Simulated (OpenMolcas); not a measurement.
## Ti3+, Zr3+, Hf3+: d down the group

```json
{"Program": "OpenMolcas 26.06", "Method": "CASSCF", "Basis": "ANO-RCC-VQZP", "Scalar Hamiltonian": "DKH2, point nucleus", "Spin-orbit coupling": "state interaction with AMFI integrals over the reference wave functions, term energies averaged over their components"}
```

Active space for each ion: 1 electron in 5 orbitals (d).

Computed levels in cm-1 above 2D 3/2:

```tsv
Level	Ti3+	Zr3+	Hf3+
2D 5/2	380	1223	4990
weight of 2D in the lowest level (%)	100	100	100
```

Measured, with the error of the calculation in %. Measured levels: Ti3+ from Corliss and Sugar, J. Phys. Chem. Ref. Data 8, 1 (1979); Zr3+ from the list in Rauch et al., Astron. Astrophys. 599, A142 (2017).

| Level | Ti3+ | Zr3+ |
| --- | --- | --- |
| 2D 5/2 | 382 (-0.5) | 1251 (-2.2) |

The fine-structure level 2D 5/2 changes by a factor of 13.1 from Ti3+ to Hf3+.

With one active electron the reference holds no correlation, so core polarisation is missing. Computed and measured levels are paired by configuration, term and J; levels that our copy of the source lacks, or whose pairing is in doubt (as where it misses far off the trend of its configuration), stay unpaired and out of the deviations. Levels of configurations outside the active space are missing.
